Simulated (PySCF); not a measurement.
# Relaxation of triplet PtO(OH)₂

Computed with UB3LYP/[Pt def2-SVP with ECP60, O def2-SVP, H def2-SVP], scalar-relativistic core potentials, density fitting, no spin–orbit coupling, PySCF. A (50,194) grid was used.

A start displaced from a saddle point along its imaginary mode, with no symmetry imposed:

Coordinates in bohr (charge 0 multiplicity 3):
```
Pt    0.1625   -0.1536   -0.0004
O     3.0252    1.6779    0.0000
O    -2.2038    2.6864    0.0206
O    -2.4619   -2.6232    0.0120
H    -1.1768    4.2089   -0.2071
H    -4.2242   -2.1218   -0.2268
```

Optimiser trace:
```tsv
step	E − E(last) (kJ/mol)	largest gradient (Eh/bohr)
0	15.62	0.00757
2	13.54	0.01412
4	12.77	0.01928
6	7.81	0.00504
8	5.08	0.00477
10	3.55	0.00544
12	2.61	0.00562
14	1.02	0.00690
16	0.49	0.00141
18	0.43	0.00102
20	0.30	0.00195
22	0.22	0.00086
24	0.20	0.00109
26	0.19	0.00099
28	0.16	0.00096
30	0.10	0.00078
32	0.03	0.00068
34	0.00	0.00025
35	0.00	0.00009
```

It ends at C1 with O–H 0.971 Å, O–H 0.973 Å, Pt–O 1.788 Å, Pt–O 1.917 Å, Pt–O 1.927 Å; H–O–Pt 107.6°, H–O–Pt 116.8°, O–Pt–O 94.9°, O–Pt–O 119.3°, O–Pt–O 145.7°. No frequency check is given, so it may be a saddle point. Other isomers or separated fragments may lie lower.

Final geometry:
```xyz
6
charge 0 multiplicity 3, angstrom
Pt   -0.1938    0.0890    0.1266
O     1.4986    0.5847   -0.1694
O    -0.8250    1.8714    0.5003
O    -1.4185   -1.3826    0.2329
H    -0.7852    2.3786   -0.3297
H    -1.9163   -1.5967   -0.5733
```

Open d and f shells are described by one determinant, and the ground state may have another occupation or spin. At this level a singlet minimum of Cs symmetry lies 18 kJ/mol below this structure. Spin–orbit coupling, left out here, can matter for elements this heavy.

The relaxation took about 5 core-minutes on a shared host.
